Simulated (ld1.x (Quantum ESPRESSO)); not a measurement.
titanium: excitation energies, all-electron against TM

ld1.x (Quantum ESPRESSO) 7.5 input, shortened:

```
&input
   title='Ti', zed=22., rel=1, dft='PW91', iswitch=3,
   config='[Ar] 3d2 4s1 4p0'
 /
 &inputp
   pseudotype=2, tm=.true., lloc=-2, rcloc=1.20,
   nlcc=.true., rcore=1.45
 /
3
4S  1  0   1.00   0.00  2.00  2.00  0.0
4P  2  1   0.00   0.00  3.25  3.25  0.0
3D  3  2   2.00   0.00  1.50  1.50  0.0
 &test
   configts(1)='3d2 4s1 4p0'
 /
```

Energies are relative to the spin-unpolarised reference configuration 3d2 4s1 4p0; without spin polarisation the order of configurations can differ from experiment.

Question: Give the all-electron excitation energy and the error of the potential for: 3d2 4s2 4p0; 3d2 4s0 4p0; 3d1 4s0 4p0; 3d3 4s1 4p0; 3d1 4s2 4p1; 3d2 4s1 4p1; 3d3 4s0 4p0.

Answer:

```json
{"valence configuration": "3d2 4s2 4p0", "charge": "0", "ΔE all-electron (eV)": "-7.393", "error AE − PS (meV)": "-3.5"}
{"valence configuration": "3d2 4s0 4p0", "charge": "+2", "ΔE all-electron (eV)": "13.592", "error AE − PS (meV)": "-11"}
{"valence configuration": "3d1 4s0 4p0", "charge": "+3", "ΔE all-electron (eV)": "40.645", "error AE − PS (meV)": "-548"}
{"valence configuration": "3d3 4s1 4p0", "charge": "0", "ΔE all-electron (eV)": "-6.303", "error AE − PS (meV)": "-105"}
{"valence configuration": "3d1 4s2 4p1", "charge": "0", "ΔE all-electron (eV)": "-2.681", "error AE − PS (meV)": "-378"}
{"valence configuration": "3d2 4s1 4p1", "charge": "0", "ΔE all-electron (eV)": "-4.303", "error AE − PS (meV)": "+0.5"}
{"valence configuration": "3d3 4s0 4p0", "charge": "+1", "ΔE all-electron (eV)": "0.006", "error AE − PS (meV)": "-159"}
```

Note: ghost states, extra bound levels that the all-electron valence spectrum of the same l lacks: s at -38.0 eV, p at -0.85 eV. A true bound ghost makes a file unfit for plane-wave use.
